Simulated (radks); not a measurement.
All-electron atom: the xenon ion Xe3+ in [Kr] 4d10 5s2 5p3. All-electron calculation, scalar-relativistic Kohn-Sham, exchange-only LDA, spin-polarised, spherical densities, finite nucleus; open shells are filled with parallel spins first (spin-orbit coupling, left out, can overturn this in heavy ions); Fermi nuclear charge, rms radius 4.7859 fm. Program: a radial shooting solver on a logarithmic mesh with Libxc functionals.

Radial electron density D(r) = 4 pi r^2 rho(r):

r (bohr),D(r) (e/bohr),spin D(r)
0.001231,2.988,-0.0000523
0.001628,4.790,-0.0000819
0.002155,7.570,-0.000124
0.002851,11.75,-0.000179
0.003802,17.99,-0.000234
0.005031,26.36,-0.000239
0.006657,37.00,-0.0000571
0.008808,49.14,0.000651
0.01165,60.74,0.00265
0.01542,68.63,0.00749
0.0204,69.99,0.0177
0.02699,65.39,0.0366
0.03572,61.33,0.0646
0.04764,67.18,0.0933
0.06303,82.50,0.0955
0.0834,91.28,0.0489
0.1103,80.30,-0.0109
0.146,65.84,0.0264
0.1932,71.21,0.166
0.2556,75.67,0.162
0.3382,51.09,0.00331
0.4475,27.17,0.180
0.5968,28.47,0.454
0.7897,26.94,0.0891
1.045,14.64,0.134
1.382,6.803,1.35
1.829,4.075,2.07
2.42,1.892,1.29
3.202,0.4385,0.347
4.237,0.04052,0.0353
5.606,0.001183,0.00110

D(r) has 4 maxima, at r = 0.0187, 0.0827, 0.236, 0.673 bohr, and minima at 0.0363, 0.156, 0.493 bohr, inside which lie 1.98, 11.19, 28.95 electrons.
